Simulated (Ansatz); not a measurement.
`C=N[SiH2]O[SiH3]` → `N[C@H]1O[Si@@H]1[SiH3]`  (isomerisation)

Calculated with Ansatz (gas phase, PBE0-D4/def2-TZVP geometries, no zero-point term in ΔE). CBS: MP2 limit from def2 TZ/QZ plus the TZ coupled-cluster correction, frozen cores. Functionals use def2-TZVPP. One conformer a species, not always the lowest.

`C=N[SiH2]O[SiH3]`:

Cartesian coordinates in Å:
```
C 0.223 0.733 -2.236
N 0.861 1.331 -1.333
Si 1.030 0.840 0.315
O 0.258 -0.561 0.661
Si -1.007 -1.294 1.390
H 0.187 1.143 -3.252
H -0.325 -0.209 -2.084
H 2.476 0.652 0.565
H 0.473 1.932 1.150
H -1.835 -1.971 0.359
H -0.503 -2.303 2.355
H -1.840 -0.294 2.110
```

`N[C@H]1O[Si@@H]1[SiH3]`:

Cartesian coordinates in Å:
```
N -0.203 0.784 -2.415
C -0.380 0.015 -1.258
O 0.691 -0.970 -0.902
Si 0.566 0.190 0.289
Si -0.220 -0.466 2.385
H -0.256 0.228 -3.260
H 0.656 1.315 -2.420
H -1.346 -0.485 -1.243
H 1.664 1.195 0.316
H -0.576 0.742 3.178
H -1.423 -1.320 2.213
H 0.827 -1.227 3.117
```

```csv
level,ΔE (eV)
CAM-B3LYP,2.86
MP2/CBS(def2),2.84
```

Task: What does CCSD(T)/CBS give? (Estimate.)

Result: Computed: +2.80 eV. The listed levels differ from it by 0.06, 0.04 eV.

Largest T1 diagnostic among the species: 0.015.

Leaving LDA and LC-ωPBE aside and taking each functional with its dispersion term where it has one, the values, not all of them listed here, spread over 0.88 eV, from PBE-D4 to BHLYP-D4. LDA lies −0.18 eV from PBE without D4. From BLYP to BHLYP (50 % exact exchange), in def2-TZVPP and without D4, ΔE moves by +0.38 eV. In def2-TZVPP, CCSD(T) changes the Hartree–Fock value by −0.72 eV (the triples alone add −0.10 eV) and MP2 by −0.68 eV.
